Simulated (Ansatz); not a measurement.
Ansatz (a program for electronic structure) input:

Ansatz 0.2 input:
```yaml
crystal:
  periodic: [false, false, false]
  atoms:
    - {symbol: B, position_ang: [-0.15149577, 0.23287839, -0.04936024]}
    - {symbol: C, position_ang: [-1.15161973, 1.44203775, -0.29714131]}
    - {symbol: C, position_ang: [-0.66401386, -1.20466000, 0.41571049]}
    - {symbol: O, position_ang: [1.16344520, 0.50196980, -0.26043861]}
    - {symbol: C, position_ang: [2.20145548, -0.30664201, -0.13344546]}
    - {symbol: H, position_ang: [-1.84742344, 1.21490423, -1.10331801]}
    - {symbol: H, position_ang: [-0.63278808, 2.36047123, -0.55748971]}
    - {symbol: H, position_ang: [-1.76151868, 1.63950606, 0.58251319]}
    - {symbol: H, position_ang: [-0.23613764, -1.48361543, 1.37871246]}
    - {symbol: H, position_ang: [-0.36693090, -1.98033163, -0.28998174]}
    - {symbol: H, position_ang: [-1.74444896, -1.25033720, 0.51460706]}
    - {symbol: H, position_ang: [2.08464853, -1.33118204, 0.17437239]}
    - {symbol: H, position_ang: [3.16657691, 0.10966832, -0.35339162]}
basis:
  gaussian:
    orbitals: def2-TZVP
hamiltonian:
  xc: b3lyp
  dispersion: d3bj
magnetization: {spin_polarized: true, initial_magnetization: 1}
relax: {f_tol: 0.002, max_steps: 150}
```

Q: Predict the final energy.

A: -219.31613 Eh (B3LYP-D3(BJ)/def2-TZVP). The basis has 203 functions.

It need not be the lowest isomer of its formula.
